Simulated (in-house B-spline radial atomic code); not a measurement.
Configurations of Ho6+, with energies counted from [Kr] 4d10 4f9 5s2 5p4. All numbers are computed (scalar-relativistic (X2C) B97-1, spin-polarised, spherical fractional occupations; Fermi nucleus of rms radius 5.2022 fm) with an all-electron radial atomic-structure program (B-spline basis), not measured. Shells without spins written out take the highest spin.

Caution: exact exchange at fractional occupations of open shells leaves self-interaction of up to several eV.

Occupations are held fixed; configurations that lie above the ionisation limit could autoionise.

```json
{"configuration": "[Kr] 4d10 4f10 5s2 5p3", "E - E(ref) (eV)": "13.534", "highest orbital": "4f down", "its <r> (bohr)": "0.7522"}
{"configuration": "[Kr] 4d10 4f9 5s2 5p3 5d1", "E - E(ref) (eV)": "31.826", "highest orbital": "5d up", "its <r> (bohr)": "1.654"}
{"configuration": "[Kr] 4d10 4f8 5s2 5p4 6s1", "E - E(ref) (eV)": "34.761", "highest orbital": "6s up", "its <r> (bohr)": "2.383"}
{"configuration": "[Kr] 4d10 4f9 5s2 5p3 6d1", "E - E(ref) (eV)": "66.277", "highest orbital": "6d up", "its <r> (bohr)": "3.319"}
{"configuration": "[Kr] 4d9 4f10 5s2 5p4", "E - E(ref) (eV)": "164.24", "highest orbital": "4f down", "its <r> (bohr)": "0.7291"}
{"configuration": "[Kr] 4d9 4f9 5s2 5p4 6s1", "E - E(ref) (eV)": "200.87", "highest orbital": "6s up", "its <r> (bohr)": "2.38"}
{"configuration": "[Kr] 4d(4 up, 5 down) 4f(5 up, 4 down) 5s2 5p(1 up, 3 down) 6p(1 up, 0 down)", "E - E(ref) (eV)": "229.91", "highest orbital": "6p up", "its <r> (bohr)": "2.709"}
{"configuration": "[Kr] 4d9 4f9 5s2 5p4 6f1", "E - E(ref) (eV)": "235.57", "highest orbital": "6f up", "its <r> (bohr)": "4.415"}
```

Problem. Order these further configurations by energy, lowest first.
A. [Kr] 4d(5 up, 4 down) 4f(2 up, 7 down) 5s2 5p(3 up, 1 down) 6s(0 up, 1 down)
B. [Kr] 4d10 4f9 5s2 5p3 5f1
C. [Kr] 4d10 4f8 5s2 5p4 5d1
D. [Kr] 4d(5 up, 4 down) 4f(5 up, 4 down) 5s2 5p(2 up, 3 down)
E. [Kr] 4d10 4f(2 up, 7 down) 5s2 5p(3 up, 1 down)

Solution. E (3.5509 eV), C (21.842 eV), B (64.058 eV), D (169.17 eV), A (211.6 eV).

Problem. How far above the reference does [Kr] 4d10 4f(4 up, 4 down) 5s2 5p(3 up, 1 down) 6s(1 up, 0 down) lie?

Solution. 55.722 eV; its least bound orbital is 6s up with <r> = 2.388 bohr.

Problem. How far above the reference does [Kr] 4d10 4f(4 up, 5 down) 5s2 5p(2 up, 2 down) lie?

Solution. 16.092 eV; its least bound orbital is 4f up with <r> = 0.7263 bohr.

Problem. How far above the reference does [Kr] 4d10 4f8 5s2 5p4 6d1 lie?

Solution. 57.109 eV; its least bound orbital is 6d up with <r> = 3.292 bohr.
